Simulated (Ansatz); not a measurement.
```yaml
crystal:
  periodic: [false, false, false]
  atoms:
    - {symbol: S, position_ang: [-1.047160, 1.409276, 1.270720]}
    - {symbol: Ge, position_ang: [0.153963, 0.127368, 0.104613]}
    - {symbol: S, position_ang: [1.817516, -0.329391, 1.141396]}
    - {symbol: S, position_ang: [-0.506533, -1.585687, -1.129318]}
    - {symbol: Cl, position_ang: [0.271955, 1.377655, -1.899117]}
    - {symbol: H, position_ang: [-2.021419, 1.700820, 0.262887]}
    - {symbol: H, position_ang: [2.357123, -1.143297, 0.366891]}
    - {symbol: H, position_ang: [-0.871164, -1.970153, 0.324514]}
basis:
  gaussian: {orbitals: ANO-RCC-VTZP}
hamiltonian: {xc: {name: wB97X-D}, pseudopotentials: {relativity: none}}
accuracy: high
```

```sh
$ ansatz run in.yaml --threads 4 --pin off --events-out ev --progress --plain --max-ram 10444MiB
```

Output, abridged:

```
Error: YAML parse error: error: line 14 column 19: hamiltonian.xc: no functional is named "wB97X-D"; the names, which are not case-sensitive, are SVWN5, SPW92, PBE, PBE0, PBEsol, revPBE, revPBE0, RPBE, rPW86-PBE, HSE06, wPBEh, LC-wPBE, HISS, HF, BLYP, B3LYP, B3LYP5, BHLYP, CAM-B3LYP, r2SCAN, r2SCANh, r2SCAN0, r2SCAN50, m-r2SCAN, B97, wB97, wB97X, wB97X-V, B97M-V, wB97M-V, B2PLYP, B2GP-PLYP, PBE0-DH, PBE-QIDH
12 | basis:
13 |   gaussian: {orbitals: ANO-RCC-VTZP}
14 | hamiltonian: {xc: {name: wB97X-D}, pseudopotentials: {relativity: none}}
15 | accuracy: high
```

(1) Something in this input is off. What?

Results:

(1) The method's name isn't one that the program takes here. The input was rejected before any iteration.

HSE06 is defined as in plane-wave codes.
